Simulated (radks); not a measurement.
The numbers below are computed, except where a source is named.
Valence configurations of Yb IV (all share [Xe]). Code: a radial shooting solver on a logarithmic mesh with Libxc functionals. Model: scalar-relativistic Kohn-Sham, BLYP, spin-unpolarised, spherical densities, finite nucleus; Fermi nuclear charge, rms radius 5.3108 fm. Energies are relative to 4f13; eigenvalues in eV.

valence           E (eV)    e(4f)    e(5d)    e(6p)    e(6s)
4f13               0.000  -35.828        -        -        -
4f12 6s1          15.409  -46.656        -        -  -26.886
4f12.5 6p0.5       9.814  -41.742        -  -19.781        -
4f12 6p1          22.079  -47.966        -  -20.916        -
4f11.5 6s1 6p0.5  29.964  -53.170        -  -21.392  -28.347
4f12.5 5d0.5       6.050  -39.541  -26.092        -        -
4f11 6p2          54.642  -61.194        -  -23.039        -
4f12 5d1          13.530  -43.440  -27.041        -        -
4f11 6s1 6p1      47.292  -59.930        -  -22.463  -29.761

NIST lists [Xe] 4f13 as the ground configuration; this level of theory agrees among the configurations tried. The energies are those of spherical spin-averaged densities, not of single terms.
